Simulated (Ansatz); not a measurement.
**Molecular dynamics of F₃H₂NSi**

The input (input.yaml):

```yaml
crystal:
  periodic: [false, false, false]
  atoms:
    - { symbol: Si, position_ang: [-0.016219, 0.008685, 0.085921] }
    - { symbol: "N", position_ang: [0.009557, -0.016674, 1.794722] }
    - { symbol: H, position_ang: [-0.786296, -0.275901, 2.356753] }
    - { symbol: H, position_ang: [0.831009, 0.2462, 2.317723] }
    - { symbol: F, position_ang: [1.555594, 0.032119, -0.463773] }
    - { symbol: F, position_ang: [-0.772361, 1.316124, -0.621558] }
    - { symbol: F, position_ang: [-0.819684, -1.310552, -0.538287] }
basis:
  gaussian: { orbitals: "6-31G" }
hamiltonian:
  xc: b3lyp
  dispersion: d4
md:
  timestep: 1.0
  n_steps: 250
  ensemble: nvt_langevin
  temperature: 2000.0
  initial_velocities: maxwell_boltzmann
  seed: 114303
  friction: 0.05
```

Launched with:

```bash
$ ansatz run input.yaml --threads 1 --pin off --max-ram 2048MiB --backend cpu --events-out ev --progress --plain --runs-dir out
```

It starts from a relaxed structure.

Output, in part (step lines, the closing report, with atoms numbered from 0):

```
md step     0: t =     0.00 fs  T =  1714.3 K  F+E_penalty+E_count = -17552.65787189 eV  E_kin = 1.551120 eV  (24 SCF iters)
[... lines left out ...]
Total energy: -17550.82760742 eV, -644.9810181945 hartree
Atom 0 at     0.011943     0.019671    -0.457438 Å, force    -0.412077    -8.734167     0.589307 eV/Å
Atom 1 at    -0.462286    -0.633194     1.153337 Å, force     0.762021     4.061262     0.427291 eV/Å
Atom 2 at    -0.486517     0.271953     1.810026 Å, force     0.816021    -2.294135    -1.081298 eV/Å
Atom 3 at    -1.430648    -0.807205     1.120806 Å, force    -2.046274    -1.548404     0.111521 eV/Å
Atom 4 at     1.530013     0.327023    -0.541309 Å, force     5.085916     0.767872     0.124836 eV/Å
Atom 5 at    -0.583440     1.378796    -0.736673 Å, force    -3.702723     6.655368    -1.642534 eV/Å
Atom 6 at    -0.139639    -1.089583    -1.778551 Å, force    -0.502885     1.092203     1.470876 eV/Å
Dipole moment:    -0.595964     0.184826     0.516316 e Å
```

The steps, from the saved trajectory:

```tsv
time (fs)	T (K)	potential energy less start (eV)
0	1714	0.000
8	1062	0.770
16	1584	0.819
24	1683	1.346
32	2115	1.317
40	1870	1.174
48	2432	0.887
56	1314	1.077
64	1330	1.049
72	1056	0.851
80	1087	1.277
88	749	1.406
96	1125	1.711
104	1541	1.008
112	1013	1.082
120	1327	0.949
128	1582	0.769
136	1665	0.827
144	1719	0.714
152	1308	0.959
160	1966	0.771
168	2493	1.172
176	2507	0.678
184	1814	1.004
192	1560	1.313
200	1478	1.294
208	2645	0.892
216	2184	1.958
224	1951	2.097
232	1660	1.977
240	2692	0.842
248	2213	1.928
```

All steps were run. A run of 0.25 ps of so small a system gives no equilibrium averages. Limits of this set-up: no polarisation functions.

The same pairs are bonded in the first frame and the last. Pairs count as bonded within 1.25 times the sum of covalent radii (0.12 Å more for H–H).

Last frame:

```xyz
7
Properties=species:S:1:pos:R:3
Si 0.012 0.020 -0.457
N -0.462 -0.633 1.153
H -0.486 0.272 1.810
H -1.431 -0.807 1.121
F 1.530 0.327 -0.541
F -0.583 1.379 -0.737
F -0.140 -1.090 -1.779
```

The run took 8.2 min on 1 thread of Arm Neoverse V1, with other jobs on the host, peak memory 0.11 GiB.
